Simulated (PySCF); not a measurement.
F₄H₄O₂Si, neutral, multiplicity 1. Atoms are numbered in the order given.

```xyz
11

Si     0.0000     0.0000    -0.2347
F     -0.0586     1.6240     0.0848
F      0.0586    -1.6240     0.0848
F     -1.2691    -0.0506    -1.2615
F      1.2691     0.0506    -1.2615
O     -1.3510    -0.0345     1.2542
H     -2.0132    -0.6899     0.9917
H     -1.7750     0.8354     1.2082
O      1.3510     0.0345     1.2542
H      2.0132     0.6899     0.9917
H      1.7750    -0.8354     1.2082
```

Geometry: PBE0-D3(BJ)/def2-SVP. Other conformers were not sampled.

The numbers are results of PBE/def2-TZVP run with PySCF, not measurements.

Symmetry labels are those of the subgroup C2 that the program uses (full group C2).

Computed valence orbital energies around the gap with their symmetry:
```
orbital  symmetry  energy (eV)
-------  --------  -----------
HOMO−7          A        -9.84
HOMO−6          B        -9.69
HOMO−5          A        -9.06
HOMO−4          B        -8.81
HOMO−3          A        -8.69
HOMO−2          B        -8.36
HOMO−1          B        -8.28
HOMO            A        -8.25
LUMO            A        -1.01
LUMO+1          B        -0.32
LUMO+2          B         1.08
LUMO+3          A         1.25
```
